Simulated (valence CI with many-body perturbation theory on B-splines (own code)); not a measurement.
The numbers below are computed, except where a source is named.
A CI+MBPT run for Tb XLV

Method: configuration interaction combined with many-body perturbation theory (CI+MBPT): three valence electrons over a frozen Dirac-Fock core [Ar], radial functions for each j: 9 s, 9 p, 10 d, 8 f, 5 g, 3 h, 1 i, with the one-electron correlation potential Σ1 (screened to all orders), the two-electron term Σ2, the three-electron term Σ3, Breit, model QED; selected single and double excitations, second order for the rest (own B-spline code, finite nucleus).

Command, and the settings that its task file holds:

```sh
python run_cv.py task.json out
```

```
atom Tb  Z=65  mass_number=159  rms_radius_fm=5.0600
core [Ar]
valence 3d3
avg = 1
basis = L
breit = 1
cap = 40000
capref = 1200
cscale = 1
de = 0.0
dress = 0
eps = 2e-08
h = 0.27
hh = 1
l2 = 3
lcore = 6
maxit = 60
n2 = 5
natural = 1
nlev = 60
nno = [6, 6, 7, 6, 4, 3, 1]
nroot = 26
nsp = [3, 3, 3, 2, 1, 0, 0]
pt2 = 1
qed = 1
rpa = 1
s1 = 1
s2 = 1
s3 = 1
screen = 1
tol = 2e-05
```

It took 39 s on 1 thread of Arm Neoverse V1, with other jobs on the host.

Log. The first blocks belong to the next ion, which gives the ionisation energy. Fields: 2J, parity (1 odd), roots, reference size, generating configurations, candidates as configurations/state functions, variational space P, stored matrix elements, Davidson steps; e2 is the range of second-order energies in hartree. The first line gives the box (bohr), its intervals, the orbitals and the steps of their self-consistent field. Window is the range of levels sought, series limit the energy at which the first omitted orbital would enter, core excitation an estimate of the first excitation out of the core, left out the lowest levels not solved, and shifts from estimates the range by which levels moved from their first estimate, all in cm⁻¹.

```
rmax 2.5 intervals 56 orbitals 81 references ['3d3', '3d2 4s', '3d2 4p'] scf 3 t 0.9
2J=4 par=0 roots 2 ref 45 generators 3 cand 1139/1139 P 867/867 nnz 0 it 0
2J=4 par=0 roots 2 ref 45 generators 3 cand 317/317 P 1036/1036 nnz 0 it 0
   second order: generators 4 cand 148/148 e2 -0.00000 -0.00000
2J=0 par=0 roots 2 ref 17 generators 2 cand 344/344 P 352/352 nnz 0 it 0
2J=0 par=0 roots 2 ref 17 generators 2 cand 9/9 P 360/360 nnz 0 it 0
   second order: generators 2 cand 1/1 e2 -0.00000 -0.00000
2J=6 par=0 roots 2 ref 37 generators 2 cand 1146/1146 P 748/748 nnz 0 it 0
2J=6 par=0 roots 2 ref 37 generators 4 cand 435/435 P 922/922 nnz 0 it 0
   second order: generators 7 cand 261/261 e2 -0.00000 -0.00000
reference levels 673, estimated 19, window 1114256 1/cm; series limit 22262019, core excitation 1960422
2J=3 par=0 roots 5 ref 71 generators 4 cand 2157/4991 P 2023/5304 nnz 7.4e+06 it 4
2J=3 par=0 roots 5 ref 71 generators 4 cand 1046/2258 P 2478/6421 nnz 1.1e+07 it 4
   second order: generators 5 cand 2118/5104 e2 -0.00000 -0.00000
2J=5 par=0 roots 5 ref 79 generators 3 cand 2494/6860 P 2010/6251 nnz 1e+07 it 4
2J=5 par=0 roots 5 ref 79 generators 3 cand 1227/3186 P 2565/7829 nnz 1.6e+07 it 4
   second order: generators 5 cand 3750/10525 e2 -0.00001 -0.00000
2J=7 par=0 roots 3 ref 66 generators 2 cand 2436/7111 P 1854/5895 nnz 9.4e+06 it 4
2J=7 par=0 roots 3 ref 66 generators 2 cand 1338/3780 P 2424/7679 nnz 1.6e+07 it 4
   second order: generators 2 cand 768/1996 e2 -0.00001 -0.00000
2J=9 par=0 roots 3 ref 49 generators 3 cand 2120/6110 P 1701/5351 nnz 8e+06 it 5
2J=9 par=0 roots 3 ref 49 generators 3 cand 1241/3308 P 2190/6838 nnz 1.3e+07 it 4
   second order: generators 3 cand 752/1821 e2 -0.00001 -0.00000
2J=1 par=0 roots 2 ref 43 generators 2 cand 1290/2037 P 1721/2806 nnz 2.1e+06 it 4
2J=1 par=0 roots 2 ref 43 generators 2 cand 905/1410 P 2097/3444 nnz 3.2e+06 it 4
   second order: generators 2 cand 529/772 e2 -0.00000 -0.00000
2J=11 par=0 roots 1 ref 25 generators 1 cand 1610/4343 P 1263/3689 nnz 4.1e+06 it 4
2J=11 par=0 roots 1 ref 25 generators 1 cand 1245/3179 P 1640/4733 nnz 6.6e+06 it 4
   second order: generators 1 cand 868/2135 e2 -0.00001 -0.00001
left out: unestimated 11593748, estimated none, shifts from estimates -6 to 13
operators 1.5
```

The Davidson iterations converged.

No measured spectrum was set against this ion. As an estimate, large intervals hold to a few tenths of a per cent, small ones and those within an open d or f shell to about a per cent. Only levels of the ground parity were solved; by the run's estimate the other parity begins above the list, which can be wrong where configurations are misplaced.

```
Valence energy                            : -407.4391 hartree
Ionisation energy                         : 3573.6 eV (NIST: 3573 ± 4 eV (theoretical))
Reference configurations for the orbitals : 3d3, 3d2 4s, 3d2 4p
Radial orbitals                           : 81
Box radius                                : 2.547 bohr
Largest variational space                 : 7829
Lowest levels                             : (3d3/2^3) J=3/2 0, (3d3/2^2 3d5/2) J=5/2 [a] 264370, (3d3/2^2 3d5/2) J=3/2 310890, (3d3/2^2 3d5/2) J=7/2 330410, (3d3/2^2 3d5/2) J=9/2 335820, (3d3/2^2 3d5/2) J=1/2 345740, (3d3/2^2 3d5/2) J=5/2 [b] 490740, (3d3/2 3d5/2^2) J=7/2 [a] 592080, (3d3/2 3d5/2^2) J=9/2 620230, (3d3/2 3d5/2^2) J=3/2 [a] 655490, (3d3/2 3d5/2^2) J=1/2 674880, (3d3/2 3d5/2^2) J=11/2 687850, (3d3/2 3d5/2^2) J=5/2 [a] 695530, (3d3/2 3d5/2^2) J=5/2 [b] 741040 cm⁻¹
```

Levels are named by their leading jj configuration (3d3/2^4 stands for four electrons in 3d with j = 3/2), which in mixed levels can hold well under half, so a name can repeat and another be missing. Letters in brackets count levels of one name in rising energy.
